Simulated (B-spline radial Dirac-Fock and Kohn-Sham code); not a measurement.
**Magnetic form factor of the 3d shell of I²⁶⁺**

System: iodine as I²⁶⁺, [Ar] 3d9.

Model: configuration-average Dirac-Fock orbitals. Program: a radial atomic solver. ⟨j_K⟩ is the integral of the 3d radial density with the spherical Bessel function j_K(4πsr), s = sin θ/λ.

```tsv
s (Å⁻¹)	⟨j0⟩	⟨j2⟩	⟨j4⟩
0	1.0000	0.0000	0.0000
0.05	0.9984	0.0007	0.0000
0.1	0.9934	0.0026	0.0000
0.15	0.9853	0.0059	0.0000
0.2	0.9741	0.0103	0.0000
0.25	0.9598	0.0159	0.0001
0.3	0.9426	0.0226	0.0002
0.35	0.9228	0.0303	0.0004
0.4	0.9004	0.0389	0.0007
0.45	0.8757	0.0482	0.0011
0.5	0.8490	0.0582	0.0016
0.6	0.7902	0.0795	0.0031
0.7	0.7262	0.1018	0.0055
0.8	0.6588	0.1240	0.0087
0.9	0.5901	0.1452	0.0129
1	0.5217	0.1646	0.0181
1.1	0.4553	0.1815	0.0242
1.2	0.3921	0.1955	0.0310
1.4	0.2785	0.2140	0.0464
1.6	0.1854	0.2198	0.0625
```

Radial moments of the shell: ⟨r²⟩ = 0.08918, ⟨r⁴⟩ = 0.01390, ⟨r⁶⟩ = 0.003369 in powers of bohr.

Values without a named source are computed, but for edge energies of neutral atoms, which are taken from tables.
